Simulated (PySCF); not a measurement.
Molecule: SMILES C#CCC(C)=C(C)C, C8H12.

Geometry (Å), atoms numbered from 1 in this order:
```xyz
20

C     2.892    1.194    1.072
C     2.147    0.266    0.949
C     1.224   -0.837    0.762
C     0.193   -0.492   -0.292
C     0.605   -0.868   -1.687
C    -0.958    0.105    0.013
C    -1.285    0.548    1.414
C    -2.028    0.390   -1.004
H     3.553    2.000    1.192
H     1.790   -1.717    0.443
H     0.746   -1.069    1.717
H     1.677   -0.718   -1.801
H     0.098   -0.265   -2.435
H     0.389   -1.920   -1.885
H    -1.680   -0.284    2.001
H    -2.041    1.329    1.392
H    -0.407    0.941    1.921
H    -1.882    1.376   -1.447
H    -2.032   -0.347   -1.802
H    -3.005    0.380   -0.526
```

Frames of a GFN2-xTB Langevin trajectory at 600 K; GIAO PBE0/pcSseg-1 shieldings in PySCF 2.14, gas phase, non-relativistic; equivalent atoms averaged within each frame.

δ = σ(ref) − σ, references computed at the same level: ¹³C (186.93 ppm) and ¹H (31.72 ppm) against TMS. The references are static minima.

Q: How do the shifts (ppm) fluctuate along the trajectory?

A: 
```
         time (fs)     C4     C6    C2    C1    C8    C7    C3    C5  H10/H11  H15/H16/H17
               250  135.8  135.4  89.1  81.8  25.3  24.4  23.8  18.1     3.46         3.10
               425  135.7  147.6  94.8  82.2  28.1  15.7  30.3  24.9     3.95         0.57
               625  152.6  144.4  86.6  74.3  25.3  17.0  34.1  26.7     2.39         1.58
               800  138.7  137.8  94.7  72.0  23.0  22.3  25.6  26.0     3.41         1.98
              1000  137.8  153.8  90.2  72.5  20.0  30.8  26.6  19.6     2.75         2.20
    mean of frames  140.1  143.8  91.1  76.5  24.3  22.1  28.1  23.0     3.19         1.89
standard deviation    7.1    7.5   3.6   5.0   3.0   6.1   4.1   3.9     0.62         0.92
```

5 frames give an uncertainty of the mean of about the standard deviation over 2.2 at best, since frames this close in time may not be independent; classical motion lacks zero-point vibration, and the reference would need the same averaging.
